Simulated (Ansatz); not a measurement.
`C[O][GaH2]` + H₂O → `[OH][GaH2]` + CH₃OH at 500 K and 1 bar (formal hydrolysis of a Ga–O bond).

Program: Ansatz. Geometries: PBE0-D4/def2-TZVP. ΔE: electronic, gas phase. CCSD(T)/CBS is the MP2 limit (def2-TZVPP, def2-QZVPP) plus CCSD(T) − MP2 in def2-TZVPP, frozen cores. This one scheme is used for every species. For Ga outer-core shells are correlated without core-valence functions, which leaves a few kJ/mol of doubt a bond. Scalar relativity is left out up to krypton.

```tsv
species	CCSD(T)/CBS energy (Eh)	H − E (kJ/mol)	S (J/(mol·K))
`C[O][GaH2]`	-2040.16771	179.0	349.8
H₂O	-76.37941	73.2	206.3
`[OH][GaH2]`	-2000.92981	96.0	296.8
CH₃OH	-115.61712	157.0	265.4
```

H − E and S are ideal-gas, rigid-rotor, harmonic terms from PBE0-D4/def2-TZVP. 1 Eh = 2625.50 kJ/mol, R = 8.31446 J/(mol·K).

**Question.** By hand: ΔE, ΔH, ΔS and ΔG.

**Answer.** ΔE = (-2000.92981) + (-115.61712) − (-2040.16771) − (-76.37941) = 0.00019 Eh = 0.5 kJ/mol. Δ(H − E) = 96.0 + 157.0 − 179.0 − 73.2 = 0.8, so ΔH = 1.3 kJ/mol. ΔS = 296.8 + 265.4 − 349.8 − 206.3 = 6.1 J/(mol·K). ΔG = 1.3 − 500 × (6.1)/1000 = -1.7 kJ/mol.

**Question.** By hand: the equilibrium constant, and the temperature at which ΔG would vanish if ΔH and ΔS stayed fixed.

**Answer.** log₁₀ K = −ΔG/(RT ln 10) = 0.2. ΔG = 0 at ΔH/ΔS = 213 K, though so small a ΔH makes that figure unsure.

TΔS isn't small against ΔH here. The sign of ΔG lies within the doubt. A doubt of 5 kJ/mol in ΔE shifts log₁₀ K by 0.5 here. These are equilibria of isolated gas molecules and say nothing of rates. Largest T1 diagnostic: 0.015 (customary marks: 0.02 for closed shells, 0.045 for open ones).
